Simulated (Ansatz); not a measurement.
Coupled-cluster diagnostics for the cluster B5Cl3 (the lowest singlet isomer of a short search), Ansatz.

Geometry of the singlet (B3LYP-D4/def2-SVP):

Cartesian coordinates in Å:
```
B 0.858 0.823 -0.029
B -0.527 0.250 1.377
B -0.373 -0.367 -0.004
B -0.393 -1.207 -1.480
B 0.672 -0.080 -1.325
Cl 1.785 2.127 0.685
Cl -1.333 -2.491 -2.137
Cl -0.690 0.944 2.912
```

Correlated methods freeze 20 core orbitals. The structure comes from a short search, and lower isomers may exist.

**Question.** Estimate the CCSD(T) correlation energy, the shares of MP2 and (T), T1 and the reference's ⟨S²⟩ for: charge 0, singlet, own geometry in def2-SVP; and the rough time on 4 threads of Arm Neoverse V1 on a shared host.

**Answer.** 
```tsv
state	basis	correlation (eV)	MP2 share (%)	(T) share (%)	T1	⟨S²⟩ (pure)	wall time
charge 0, singlet, own geometry	def2-SVP	-24.395	90.7	4.4	0.015	0.00 (0.00)	11 s
```
Customary marks for T1 are 0.02 (closed shells), 0.045 (open shells) and about 0.05 (3d metals). T1 stays under 0.02 throughout.
